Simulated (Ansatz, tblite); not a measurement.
Adding an electron: Cu₂O⁺. Total charge 1; doublet. Geometry: r2SCAN-D4/def2-TZVP. Ansatz, gas phase; energy differences of separate SCF runs; the reduced species is a singlet (the triplet lies 1.15 eV higher at PBE0-D4/def2-TZVP).

Cartesian coordinates in Å:
```
Cu -0.1451 0.9447 -1.3368
Cu 0.5774 -0.9147 1.2371
O -0.4323 -0.0301 0.0996
```

The xTB rows come from tblite. The structure comes from a short search, and lower isomers may exist.

(1) Estimate orbital energies and vertical electron affinities at: GFN1-xTB; GFN2-xTB; PBE-D4/def2-TZVP; r2SCAN-D4/def2-TZVP; PBE0-D4/def2-TZVP.

Results:

(1) 
```
              level  −HOMO (eV)  −LUMO (eV)  vertical EA (eV)  HOMO–LUMO gap (eV)
           GFN1-xTB           –           –             12.86                   –
           GFN2-xTB           –           –             12.29                   –
   PBE-D4/def2-TZVP       11.11       10.74              7.44                0.36
r2SCAN-D4/def2-TZVP       11.09       10.25              7.25                0.84
  PBE0-D4/def2-TZVP       12.52        9.09              7.16                3.43
```

  HOMO and LUMO are the levels of the spin that leaves or enters (xTB has no such levels and no spin-polarisation term). Other spin states of the ions may lie lower, which would lower the ionisation energy or raise the affinity. Raw xTB energy differences between charge states are shifted by several eV; the methods need an empirical correction for them.
